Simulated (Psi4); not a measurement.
C$_{3}$H$_{10}$AlFSi, singlet, geometry from GFN2-xTB (such geometries of metal compounds can be far from the true shape), atoms displaced at random by about 0.03 Å a coordinate; B3LYP/STO-3G, gradient run with Psi4 1.11.

The Psi4 input:
```
memory 2 GB

molecule mol {
0 1
  Al   -0.349464    1.558664   -0.680277
  F     0.828881    2.678345   -0.844871
  H    -1.702557    2.108886   -1.066438
  Si   -0.066929   -0.702006    0.262631
  C    -1.722812   -1.671716    0.217509
  C     0.496677   -0.659606    2.129598
  C     1.183218   -1.741593   -0.754341
  H    -1.654207   -2.599550    0.608821
  H    -2.485014   -1.031668    0.755124
  H    -2.136913   -1.657326   -0.865991
  H    -0.227707   -0.231292    2.738853
  H     1.488768   -0.102279    2.173775
  H     0.742608   -1.639569    2.514743
  H     2.106581   -1.179762   -0.853356
  H     0.872690   -1.840449   -1.776590
  H     1.362677   -2.717377   -0.282355
symmetry c1
no_reorient
no_com
}

set basis sto-3g
set reference rks

gradient('b3lyp')
print_variables()
```

Output, abridged:

```
gradient() will perform analytic gradient computation.

   => Loading Basis Set <=

    Name: STO-3G
    Role: ORBITAL
    Keyword: BASIS

         ---------------------------------------------------------
                                   SCF
               by Justin Turney, Rob Parrish, Andy Simmonett
                          and Daniel G. A. Smith
                              RKS Reference
         ---------------------------------------------------------

  ==> Geometry <==

    Molecular point group: c1
    Full point group: C1

    Geometry (in Angstrom), charge = 0, multiplicity = 1:

       Center              X                  Y                   Z               Mass
    ------------   -----------------  -----------------  -----------------  -----------------
         AL          -0.349464000000     1.558664000000    -0.680277000000    26.981538530000
         F            0.828881000000     2.678345000000    -0.844871000000    18.998403162730
         H           -1.702557000000     2.108886000000    -1.066438000000     1.007825032230
         SI          -0.066929000000    -0.702006000000     0.262631000000    27.976926534650
         C           -1.722812000000    -1.671716000000     0.217509000000    12.000000000000
         C            0.496677000000    -0.659606000000     2.129598000000    12.000000000000
         C            1.183218000000    -1.741593000000    -0.754341000000    12.000000000000
         H           -1.654207000000    -2.599550000000     0.608821000000     1.007825032230
         H           -2.485014000000    -1.031668000000     0.755124000000     1.007825032230
         H           -2.136913000000    -1.657326000000    -0.865991000000     1.007825032230
         H           -0.227707000000    -0.231292000000     2.738853000000     1.007825032230
         H            1.488768000000    -0.102279000000     2.173775000000     1.007825032230
         H            0.742608000000    -1.639569000000     2.514743000000     1.007825032230
         H            2.106581000000    -1.179762000000    -0.853356000000     1.007825032230
         H            0.872690000000    -1.840449000000    -1.776590000000     1.007825032230
         H            1.362677000000    -2.717377000000    -0.282355000000     1.007825032230

  Running in c1 symmetry.

  Rotational constants: A =      0.09442  B =      0.03834  C =      0.03738 [cm^-1]
  Rotational constants: A =   2830.72764  B =   1149.50040  C =   1120.59300 [MHz]
  Nuclear repulsion =  346.063565601554785

  Charge       = 0
  Multiplicity = 1
  Electrons    = 64
  Nalpha       = 32
  Nbeta        = 32

  ==> Algorithm <==

  SCF Algorithm Type is DF.
  DIIS enabled.
  MOM disabled.
  Fractional occupation disabled.
  Guess Type is SAD.
  Energy threshold   = 1.00e-08
  Density threshold  = 1.00e-08
  Integral threshold = 1.00e-12

  ==> Primary Basis <==

  Basis Set: STO-3G
    Blend: STO-3G
    Number of shells: 32
    Number of basis functions: 48
    Number of Cartesian functions: 48
    Spherical Harmonics?: true
    Max angular momentum: 1

  ==> DFT Potential <==

   => LibXC <=

    Version 7.1.2
    S. Lehtola, C. Steigemann, M. J. T. Oliveira, and M. A. L. Marques,  SoftwareX 7, 1–5 (2018) (10.1016/j.softx.2017.11.002)

   => Composite Functional: B3LYP <=

    B3LYP Hyb-GGA Exchange-Correlation Functional

    P. J. Stephens, F. J. Devlin, C. F. Chabalowski, and M. J. Frisch,  J. Phys. Chem. 98, 11623 (1994) (10.1021/j100096a001)

    Deriv               =              1
    GGA                 =           TRUE
    Meta                =          FALSE

    Exchange Hybrid     =           TRUE
    MP2 Hybrid          =          FALSE

   => Exchange Functionals <=

    0.0800   Slater exchange
    0.7200         Becke 88

   => Exact (HF) Exchange <=

    0.2000               HF

   => Correlation Functionals <=

    0.1900   Vosko, Wilk & Nusair (VWN5_RPA)
    0.8100   Lee, Yang & Parr

   => LibXC Density Thresholds  <==

    XC_HYB_GGA_XC_B3LYP:  1.00E-15

   => Molecular Quadrature <=

    Radial Scheme          =       TREUTLER
    Pruning Scheme         =           NONE
    Nuclear Scheme         =       TREUTLER

    Blocking Scheme        =         OCTREE
    BS radius alpha        =              1
    Pruning alpha          =              1
    Radial Points          =             75
    Spherical Points       =            302
    Total Points           =         338386
    Total Blocks           =           2533
    Max Points             =            256
    Max Functions          =             45
    Weights Tolerance      =       1.00E-15

   => Loading Basis Set <=

    Name: (STO-3G AUX)
    Role: JKFIT
    Keyword: DF_BASIS_SCF

  ==> Integral Setup <==

  SCF_SUBTYPE=INCORE selected. In-core MEM_DF algorithm will be used.
  Using in-core AOs.

  ==> MemDFJK: Density-Fitted J/K Matrices <==

    J tasked:                   Yes
    K tasked:                   Yes
    wK tasked:                   No
    Algorithm:                 Core
    Schwarz Cutoff:           1E-12
    Mask sparsity (%):       4.4271
    Fitting Condition:        1E-10

   => Auxiliary Basis Set <=

  Basis Set: (STO-3G AUX)
    Blend: DEF2-UNIVERSAL-JKFIT
    Number of shells: 236
    Number of basis functions: 738
    Number of Cartesian functions: 870
    Spherical Harmonics?: true
    Max angular momentum: 4

  Minimum eigenvalue in the overlap matrix is 2.2665286613E-01.
  Reciprocal condition number of the overlap matrix is 9.6151628606E-02.
    Using symmetric orthogonalization.

  ==> Pre-Iterations <==

  SCF Guess: Superposition of Atomic Densities via on-the-fly atomic UHF (no occupation information).

   -------------------------
    Irrep   Nso     Nmo
   -------------------------
     A         48      48
   -------------------------
    Total      48      48
   -------------------------

  ==> Iterations <==

                           Total Energy        Delta E     RMS |[F,P]|

[...]
  @DF-RKS Final Energy:  -743.03855208405093
    Total Energy =                       -743.0385520840509344
[...]

         ------------------------------------------------------------
                                   SCF GRAD
                          Rob Parrish, Justin Turney,
                       Andy Simmonett, and Alex Sokolov
         ------------------------------------------------------------

  ==> Geometry <==

    Molecular point group: c1
    Full point group: C1

    Geometry (in Angstrom), charge = 0, multiplicity = 1:

       Center              X                  Y                   Z               Mass
    ------------   -----------------  -----------------  -----------------  -----------------
         AL          -0.349464000000     1.558664000000    -0.680277000000    26.981538530000
         F            0.828881000000     2.678345000000    -0.844871000000    18.998403162730
         H           -1.702557000000     2.108886000000    -1.066438000000     1.007825032230
         SI          -0.066929000000    -0.702006000000     0.262631000000    27.976926534650
         C           -1.722812000000    -1.671716000000     0.217509000000    12.000000000000
         C            0.496677000000    -0.659606000000     2.129598000000    12.000000000000
         C            1.183218000000    -1.741593000000    -0.754341000000    12.000000000000
         H           -1.654207000000    -2.599550000000     0.608821000000     1.007825032230
         H           -2.485014000000    -1.031668000000     0.755124000000     1.007825032230
         H           -2.136913000000    -1.657326000000    -0.865991000000     1.007825032230
         H           -0.227707000000    -0.231292000000     2.738853000000     1.007825032230
         H            1.488768000000    -0.102279000000     2.173775000000     1.007825032230
         H            0.742608000000    -1.639569000000     2.514743000000     1.007825032230
         H            2.106581000000    -1.179762000000    -0.853356000000     1.007825032230
         H            0.872690000000    -1.840449000000    -1.776590000000     1.007825032230
         H            1.362677000000    -2.717377000000    -0.282355000000     1.007825032230

  Nuclear repulsion =  346.063565601554785

  ==> Basis Set <==

  Basis Set: STO-3G
    Blend: STO-3G
    Number of shells: 32
    Number of basis functions: 48
    Number of Cartesian functions: 48
    Spherical Harmonics?: true
    Max angular momentum: 1

  ==> DFJKGrad: Density-Fitted SCF Gradients <==

    Gradient:                    1
    J tasked:                  Yes
    K tasked:                  Yes
    wK tasked:                  No
    Integrals threads:           1
    Schwarz Cutoff:          1E-12
    Fitting Condition:       1E-10

   => Auxiliary Basis Set <=

  Basis Set: (STO-3G AUX)
    Blend: DEF2-UNIVERSAL-JKFIT
    Number of shells: 236
    Number of basis functions: 738
    Number of Cartesian functions: 870
    Spherical Harmonics?: true
    Max angular momentum: 4

  ==> DFT Potential <==

   => LibXC <=

    Version 7.1.2
    S. Lehtola, C. Steigemann, M. J. T. Oliveira, and M. A. L. Marques,  SoftwareX 7, 1–5 (2018) (10.1016/j.softx.2017.11.002)

   => Composite Functional: B3LYP <=

    B3LYP Hyb-GGA Exchange-Correlation Functional

    P. J. Stephens, F. J. Devlin, C. F. Chabalowski, and M. J. Frisch,  J. Phys. Chem. 98, 11623 (1994) (10.1021/j100096a001)

    Deriv               =              1
    GGA                 =           TRUE
    Meta                =          FALSE

    Exchange Hybrid     =           TRUE
    MP2 Hybrid          =          FALSE

   => Exchange Functionals <=

    0.0800   Slater exchange
    0.7200         Becke 88

   => Exact (HF) Exchange <=

    0.2000               HF

   => Correlation Functionals <=

    0.1900   Vosko, Wilk & Nusair (VWN5_RPA)
    0.8100   Lee, Yang & Parr

   => LibXC Density Thresholds  <==

    XC_HYB_GGA_XC_B3LYP:  1.00E-15

   => Molecular Quadrature <=

    Radial Scheme          =       TREUTLER
    Pruning Scheme         =           NONE
    Nuclear Scheme         =       TREUTLER

    Blocking Scheme        =         OCTREE
    BS radius alpha        =              1
    Pruning alpha          =              1
    Radial Points          =             75
    Spherical Points       =            302
    Total Points           =         338386
    Total Blocks           =           2533
    Max Points             =            256
    Max Functions          =             45
    Weights Tolerance      =       1.00E-15

  -Total Gradient:
     Atom            X                  Y                   Z
    ------   -----------------  -----------------  -----------------
       1        0.004206191420     0.024823388779    -0.014404403212
       2       -0.003836443335     0.004940566661    -0.001162142639
       3       -0.001614620684     0.003235506635     0.000304072073
       4        0.002905517386    -0.016474121119     0.001916139768
       5        0.027041300121    -0.124383631431     0.065047595375
       6       -0.063652487925     0.004342979421     0.062737087558
       7        0.005164765957    -0.018641995299    -0.023198620947
       8        0.000109945315     0.080458496758    -0.030682563133
       9       -0.014242109770     0.021998113853     0.001790911243
      10       -0.018299073566     0.013029682239    -0.037048747847
      11        0.032407805192    -0.026409505948    -0.032367444228
      12        0.029552965932     0.005537230162    -0.004919045115
      13        0.003520133048     0.015386564626    -0.002632874867
      14       -0.015186662420     0.000818714100    -0.008697211752
      15        0.014542836860     0.012286953204     0.016627588417
      16       -0.002926893565    -0.001016690622     0.006590943258

  Variable Map:
  ----------------------------------------------------------------------------
[...]
  Array Variable Map:
  ----------------------------------------------------------------------------
[...]
[...]
```
